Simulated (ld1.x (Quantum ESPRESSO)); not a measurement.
**holmium (Ho): excitation energies, all-electron against TM**

ld1.x (Quantum ESPRESSO) 7.5 input, shortened:

```
&input
   title='Ho', zed=67., rel=2, dft='PBE', iswitch=3,
   config='[Xe] 4f11 5d0 6s2 6p0', rel_dist='average'
 /
 &inputp
   pseudotype=2, tm=.true., lloc=3,
   nlcc=.false.
 /
4
5S  1  0   2.00   0.00  2.10  2.10  0.0
5P  2  1   6.00   0.00  1.70  1.70  0.0
5D  3  2   0.00   0.00  2.45  2.45  0.0
4F  4  3  11.00   0.00  0.65  0.65  0.0
 &test
   configts(1)='4f11 5s2 5p6 5d0 6s2 6p0'
 /
```

Open shells are filled in proportion to 2j + 1 (rel_dist='average').

Occupied shells without a wave of their own: 6s. They enter only through the test configuration that unscreens the potential.

Energies are relative to the spin-unpolarised reference configuration 4f11 5s2 5p6 5d0 6s2 6p0; without spin polarisation the order of configurations can differ from experiment. Not all tests gave a result: 2 of 7 tests not solved or not reliable. Left out of the table: 4f10 5s2 5p6 5d0 6s0 6p0 (solver errors, printed error -3826 eV); 4f11 5s2 5p6 5d0 6s1 6p1 (solver errors, printed error -2.0 eV). The f channel is local and has no spin–orbit splitting in the pseudo-atom.

| valence configuration | charge | ΔE all-electron (eV) | error AE − PS (meV) |
| --- | --- | --- | --- |
| 4f11 5s2 5p6 5d0 6s1 6p0 | +1 | 6.312 | -246 |
| 4f11 5s2 5p6 5d1 6s0 6p0 | +1 | 8.650 | -447 |
| 4f12 5s2 5p6 5d0 6s0 6p0 | +1 | 8.146 | -332 |
| 4f11 5s2 5p6 5d0 6s1.5 6p0 | +0.5 | 2.510 | -105 |

Task: What are ΔE and the potential's error for 4f11 5s2 5p6 5d0 6s0 6p0?

Result: ΔE = 18.124 eV all-electron; the error (AE − PS) is -664 meV.

The 6s level has no wave, so the channel is fitted at the deeper level alone: the likely source of the large errors.

A Bessel basis up to 400 Ry misses an occupied level by 0.15 Ry, so cutoffs and ghosts were not judged. The potential misses its own reference levels by up to 0.6 eV.
